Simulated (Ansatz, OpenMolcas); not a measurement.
# Worked example: the enthalpy of formation of CHBrF2 (SMILES FC(F)Br)

CHBrF2 has 5 atoms, charge 0, and is taken as a singlet. As SMILES, `FC(F)Br`. The shape is that of a PBE0-D4/def2-TZVP optimisation.

Total energies at B3LYP/6-31G* (Cartesian functions) (OpenMolcas 26.06); the atoms run unrestricted:

| species | state | energy (Eh) |
| --- | --- | --- |
| CHBrF2 | singlet | -2812.255863 |
| F | doublet | -99.715535 |
| C | triplet | -37.846280 |
| Br | doublet | -2573.839739 |
| H | doublet | -0.500273 |

Harmonic wavenumbers at PBE0-D4/def2-TZVP, in cm⁻¹: 316, 324, 590, 720, 1136, 1168, 1298, 1370, 3141.

Measured heats of formation of the gaseous atoms at 298.15 K, in kJ/mol: F 79.4, C 716.9, Br 111.9, H 218.0. Spin-orbit lowering of the atoms at 298 K (mean of the ground term's levels less their thermal mean, from spectra), in kJ/mol: F 1.29, C 0.02, Br 14.69. Take 1 Eh = 2625.50 kJ/mol, 1 cm⁻¹ = 0.0119627 kJ/mol, RT = 2.479 kJ/mol.

Question: What heat of formation follows?

Answer: 
1. Electronic atomisation energy: 2 × (-99.715535) + (-37.846280) + (-2573.839739) + (-0.500273) − (-2812.255863) = 0.638501 Eh = 1676.4 kJ/mol.
2. Zero-point energy: half the sum of the wavenumbers, 5031.5 cm⁻¹ = 60.2 kJ/mol.
3. Thermal vibrational enthalpy, Σ hcν̃/(exp(hcν̃/kT) − 1): 2.9 kJ/mol. Translation, rotation and pV of a non-linear molecule: 4 RT = 9.9 kJ/mol.
4. The 5 free atoms carry 5/2 RT each: 31.0 kJ/mol.
5. Spin-orbit coupling lowers the free atoms by 2 × 1.29 + 0.02 + 14.69 = 17.3 kJ/mol.
6. Atomisation enthalpy at 298 K: 1676.4 − 17.3 − 60.2 − 2.9 − 9.9 + 31.0 = 1617.1 kJ/mol.
7. Sum of the atoms' heats of formation: 1205.6 kJ/mol. Heat of formation: 1205.6 − 1617.1 = -411.5 kJ/mol.

The tabulated value is -424.2 kJ/mol (Active Thermochemical Tables), so this level is off by +12.7 kJ/mol, or 0.8 % of the atomisation enthalpy. Relativity is left out. Anharmonicity and any spin-orbit splitting of the molecule are left out.
